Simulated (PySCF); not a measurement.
CH7AlO2Si, SMILES C[O][AlH][O][SiH3].

Geometry optimised at PBE-D3(BJ)/def2-SVP. One conformer was computed; it need not be the lowest.

Computed with PBE-D3(BJ)/def2-SVP in PySCF.

Frequencies are harmonic and unscaled.

```json
[
 {"mode": "1", "ν (cm⁻¹)": "13", "IR (km/mol)": "0.0", "moving atoms (share of kinetic energy)": "H 96 %"},
 {"mode": "2", "ν (cm⁻¹)": "25", "IR (km/mol)": "0.1", "moving atoms (share of kinetic energy)": "Si 29 %, O 26 %, H 20 %, C 20 %"},
 {"mode": "3", "ν (cm⁻¹)": "69", "IR (km/mol)": "0.0", "moving atoms (share of kinetic energy)": "H 54 %, O 38 %"},
 {"mode": "4", "ν (cm⁻¹)": "82", "IR (km/mol)": "0.1", "moving atoms (share of kinetic energy)": "H 61 %, O 36 %"},
 {"mode": "5", "ν (cm⁻¹)": "96", "IR (km/mol)": "7.4", "moving atoms (share of kinetic energy)": "O 46 %, C 30 %, H 21 %"},
 {"mode": "6", "ν (cm⁻¹)": "157", "IR (km/mol)": "10.7", "moving atoms (share of kinetic energy)": "O 54 %, H 24 %, Al 16 %"},
 {"mode": "7", "ν (cm⁻¹)": "291", "IR (km/mol)": "38.5", "moving atoms (share of kinetic energy)": "O 68 %, Al 20 %"},
 {"mode": "8", "ν (cm⁻¹)": "464", "IR (km/mol)": "120.3", "moving atoms (share of kinetic energy)": "H 77 %, Al 19 %"},
 {"mode": "9", "ν (cm⁻¹)": "513", "IR (km/mol)": "8.5", "moving atoms (share of kinetic energy)": "Al 44 %, Si 36 %, H 13 %"},
 {"mode": "10", "ν (cm⁻¹)": "641", "IR (km/mol)": "80.2", "moving atoms (share of kinetic energy)": "H 80 %, C 9 %"},
 {"mode": "11", "ν (cm⁻¹)": "705", "IR (km/mol)": "43.7", "moving atoms (share of kinetic energy)": "H 84 %, Si 9 %"},
 {"mode": "12", "ν (cm⁻¹)": "712", "IR (km/mol)": "53.7", "moving atoms (share of kinetic energy)": "H 84 %, Si 9 %"},
 {"mode": "13", "ν (cm⁻¹)": "737", "IR (km/mol)": "148.6", "moving atoms (share of kinetic energy)": "Al 45 %, H 20 %, O 17 %, C 14 %"},
 {"mode": "14", "ν (cm⁻¹)": "916", "IR (km/mol)": "67.9", "moving atoms (share of kinetic energy)": "H 96 %"},
 {"mode": "15", "ν (cm⁻¹)": "917", "IR (km/mol)": "71.2", "moving atoms (share of kinetic energy)": "H 96 %"},
 {"mode": "16", "ν (cm⁻¹)": "967", "IR (km/mol)": "364.9", "moving atoms (share of kinetic energy)": "H 86 %, Si 13 %"},
 {"mode": "17", "ν (cm⁻¹)": "1093", "IR (km/mol)": "442.9", "moving atoms (share of kinetic energy)": "O 77 %, Al 10 %, Si 9 %"},
 {"mode": "18", "ν (cm⁻¹)": "1140", "IR (km/mol)": "36.3", "moving atoms (share of kinetic energy)": "H 68 %, C 22 %, O 10 %"},
 {"mode": "19", "ν (cm⁻¹)": "1147", "IR (km/mol)": "0.0", "moving atoms (share of kinetic energy)": "H 76 %, C 19 %"},
 {"mode": "20", "ν (cm⁻¹)": "1207", "IR (km/mol)": "260.6", "moving atoms (share of kinetic energy)": "O 55 %, C 32 %, H 10 %"},
 {"mode": "21", "ν (cm⁻¹)": "1421", "IR (km/mol)": "0.9", "moving atoms (share of kinetic energy)": "H 97 %"},
 {"mode": "22", "ν (cm⁻¹)": "1425", "IR (km/mol)": "2.0", "moving atoms (share of kinetic energy)": "H 96 %"},
 {"mode": "23", "ν (cm⁻¹)": "1431", "IR (km/mol)": "17.3", "moving atoms (share of kinetic energy)": "H 89 %, C 9 %"},
 {"mode": "24", "ν (cm⁻¹)": "1972", "IR (km/mol)": "114.1", "moving atoms (share of kinetic energy)": "H 96 %"},
 {"mode": "25", "ν (cm⁻¹)": "2144", "IR (km/mol)": "126.7", "moving atoms (share of kinetic energy)": "H 97 %"},
 {"mode": "26", "ν (cm⁻¹)": "2160", "IR (km/mol)": "117.5", "moving atoms (share of kinetic energy)": "H 98 %"},
 {"mode": "27", "ν (cm⁻¹)": "2160", "IR (km/mol)": "150.2", "moving atoms (share of kinetic energy)": "H 96 %"},
 {"mode": "28", "ν (cm⁻¹)": "2910", "IR (km/mol)": "93.1", "moving atoms (share of kinetic energy)": "H 97 %"},
 {"mode": "29", "ν (cm⁻¹)": "2986", "IR (km/mol)": "51.1", "moving atoms (share of kinetic energy)": "H 91 %, C 9 %"},
 {"mode": "30", "ν (cm⁻¹)": "2996", "IR (km/mol)": "36.6", "moving atoms (share of kinetic energy)": "H 90 %, C 10 %"}
]
```
